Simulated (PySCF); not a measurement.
This script is equivalent to a calculation on Cl³⁺ (chlorine, charge +3).

```python
from pyscf import gto, scf, dft, mp, cc
import basis_set_exchange as bse
mol = gto.M(atom="Cl 0 0 0", charge=3, spin=2, symmetry="D2h",
            basis=gto.basis.parse(bse.get_basis("dyall-acv3z", elements=["Cl"], fmt="nwchem")))
mf = dft.UKS(mol, xc="PBE0")
mf.irrep_nelec = {'Ag': (3, 3), 'B1u': (2, 1), 'B2u': (2, 1), 'B3u': (1, 1)}
mf.kernel()
```

**Question.** What total energy does it give?

**Answer.** -457.202 hartree (calculated).

**Question.** Which occupied shell lies highest, and where?

**Answer.** 3p α, at -48.159 eV.

**Question.** What is ⟨S²⟩, and what would a pure spin state give?

**Answer.** 2.004, against 2.00.
